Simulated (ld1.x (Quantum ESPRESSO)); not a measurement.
**An all-electron radial function and its pseudo partner (potassium)**

Columns: radius, all-electron u(r) and pseudo u(r) of the 3p shell (level -18.83 eV) of potassium in the configuration [Ne] 3s2 3p6 4s1 4p0; LDA (PZ), scalar-relativistic, RRKJ scheme, ld1.x (Quantum ESPRESSO) 7.5.

```tsv
r (bohr)	all-electron	pseudo
0.082	0.2188	-0.0105
0.165	0.4133	-0.0421
0.248	0.4193	-0.0941
0.330	0.2921	-0.1638
0.413	0.0975	-0.2502
0.495	-0.1118	-0.3473
0.578	-0.3116	-0.4521
0.660	-0.4823	-0.5558
0.742	-0.6210	-0.6534
0.825	-0.7282	-0.7397
0.908	-0.8042	-0.8084
0.990	-0.8526	-0.8561
1.072	-0.8786	-0.8832
1.155	-0.8862	-0.8912
1.238	-0.8791	-0.8829
1.320	-0.8611	-0.8629
1.402	-0.8348	-0.8352
1.485	-0.8022	-0.8022
1.568	-0.7655	-0.7655
1.650	-0.7267	-0.7267
1.733	-0.6862	-0.6862
1.815	-0.6457	-0.6457
1.898	-0.6051	-0.6051
1.980	-0.5658	-0.5658
2.062	-0.5276	-0.5276
2.145	-0.4905	-0.4905
```

Q: How many radial nodes do the two functions have?

A: The all-electron 3p function has n − l − 1 = 1; the pseudo-wave has 0, since the states of the same l below it are removed with the core.

Q: At about which radius was the pseudo-wave matched?

A: 1.50 bohr. The columns agree to 0.0005 from 1.40 bohr on; several derivatives are matched, so the curves merge somewhat inside the radius.

Q: Where does each function peak?

A: Outermost all-electron maximum near 1.16 bohr, pseudo maximum near 1.16 bohr (to the table’s step).

Q: Is the pseudo-wave norm-conserving?

A: Yes: the RRKJ scheme keeps the norm inside the radius equal to the all-electron one, which fixes the energy derivative of the logarithmic derivative at the level.
